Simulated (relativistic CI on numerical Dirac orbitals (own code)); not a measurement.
**Magnetism of Tm⁴⁺, 4f11, in a crystal field**

Calculated by Dirac-Coulomb-Breit CI, KLI orbitals optimised for each configuration, model QED, valence Slater integrals scaled by 0.7, one configuration in a parametric crystal field (own radial code).

Field parameters in Wybourne normalisation; cubic f-shell fields have B⁴₄ = √(5/14) B⁴₀ and B⁶₄ = −√(7/2) B⁶₀. The field is a parameter set, without covalency.

S is read from ⟨S²⟩ = S(S + 1).

Powder χT (cm³ K mol⁻¹) by Van Vleck's formula, with temperature-independent terms:

```
                                                                                                           Field   2 K   5 K  10 K  20 K  50 K  100 K  200 K  300 K
C2v, B20 = 250, B22 = -280, B40 = 80, B42 = -410, B44 = -340, B60 = 700, B62 = -330, B64 = -610, B66 = -630 cm⁻¹  6.28  6.47  6.79  7.41  8.66   9.72   10.6     11
  C2v, B20 = 430, B22 = 340, B40 = -810, B42 = 840, B44 = -270, B60 = 20, B62 = 520, B64 = -260, B66 = -500 cm⁻¹  4.77  5.19  5.88  7.13  9.19   10.3     11   11.2
                                                         D3h, B20 = 1380, B40 = 230, B60 = -1100, B66 = 540 cm⁻¹  5.07  5.28  5.63  6.33  8.09    9.6   10.7     11
                                             D4h, B20 = 1600, B40 = 2970, B44 = -290, B60 = 430, B64 = 1110 cm⁻¹   4.3  4.52  4.89  5.63  7.67   9.53   10.6     11
                                          D4h, B20 = -1600, B40 = 1800, B44 = -1160, B60 = -190, B64 = -960 cm⁻¹  5.47  6.02   6.9  8.25  9.68   10.3   10.8     11
                                                                                 Oh, B40 = -2420, B60 = 960 cm⁻¹  4.47  4.65  4.94  5.52  7.21   9.04   10.2   10.6
```

**Question.** For Oh, B40 = -2420, B60 = 960 cm⁻¹: what effective moment follows at 300 K?

**Answer.** μ_eff = √(8χT) = 9.19 μB. The LS value g√(J(J + 1)) of the free ion's 4I°_15/2 level is 9.58 μB.
